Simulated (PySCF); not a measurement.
# Assignment exercise: C2H5F3OSi

Bonds (- single, = double, # triple, : aromatic): C1-O2 1.402 Å, O2-Si3 1.603 Å, Si3-C4 1.934 Å, C4-F5 1.346 Å, C4-F6 1.346 Å, C4-F7 1.352 Å. C1 carries H8, H9, H10; Si3 carries H11, H12.

Calculated, not measured (PySCF 2.14): GFN2-xTB geometry, GIAO PBE0/pcSseg-1 shieldings. In vacuum, single conformer, rapidly exchanging positions averaged, non-relativistic Hamiltonian.

Chemical shifts δ = σref − σ; TMS for 13C (σref 186.93) and 1H (σref 31.72), all at this level.

Problem. Assign these signals to the numbered atoms. 13C{1H} NMR (computed): δ 136.9, 54.4.

Solution. 
| δ (ppm) | atoms | environment | reason |
| --- | --- | --- | --- |
| 136.9 | C4 | CF3 carbon | 3 electronegative neighbours deshield it |
| 54.4 | C1 | methyl carbon bonded to O | pulled downfield by the heteroatom |

Problem. Assign these signals to the numbered atoms. 1H NMR (600 MHz, computed): δ 4.78 (m, 2H), 3.93 (s, 3H).

Solution. 
```tsv
δ (ppm)	atoms	environment	reason
4.78	H11/H12	hydrogen on a silicon bonded to C, O	–
3.93	H8/H9/H10	hydrogen on a methyl carbon bonded to O	its carbon carries O, an electronegative neighbour
```

Splittings by 19F in the carbon and heteronuclear signals aren't shown, as no couplings were computed. Shifts are as computed. Against solution values, carbons near 30 ppm lie about +3 ppm off and those near 130 ppm about +5 ppm. Of 1309 compounds with measured shifts, 239 miss one by over three times the rms of a fit or turn the order of signals round; such compounds aren't used in these exercises. Multiplicities follow the n + 1 count of equivalent neighbours, as no J values were calculated; m marks all less simple cases, F and P coupling included.
